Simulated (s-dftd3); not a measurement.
FGa (SMILES [F][Ga]), singlet, at a GFN2-xTB geometry (such geometries of metal compounds can be far from the true shape); D3(op) for blyp (s-dftd3).

Input for s-dftd3:
```
$ s-dftd3 mol.xyz --op blyp --json dftd3.json --noedisp --grad

# file mol.xyz
2

Ga    -0.00000000    -0.00000000    -0.40479707
F      0.00000000     0.00000000     1.39430103
```

### Question
Write the output that s-dftd3 gives for this input, abridged.

### Answer

```
-----------------------------------
 s i m p l e   D F T - D 3  v1.4.0
-----------------------------------

Optimized power damping: blyp-D3(op)
--------------------
   s6        1.0000
   s8        1.3187
   s9        0.0000
   a1        0.4250
   a1        3.5000
  alp       14.0000
 beta        2.0000
--------------------

Dispersion energy:      -4.6462461555501E-04 Eh

Gradient norm:           3.8220370022639E-04 Eh/a0
--------------------------------------------------
     #    Z           dE/dx      dE/dy      dE/dz
--------------------------------------------------
     1   31 Ga    0.000E+00  0.000E+00  2.703E-04
     2    9 F     0.000E+00  0.000E+00 -2.703E-04
--------------------------------------------------

Virial:
--------------------------------------------------
      component           x          y          z
--------------------------------------------------
          x       0.000E+00  0.000E+00  0.000E+00
          y       0.000E+00  0.000E+00  0.000E+00
          z       0.000E+00  0.000E+00 -9.188E-04
--------------------------------------------------

[Info] JSON dump of results written to 'dftd3.json'
```
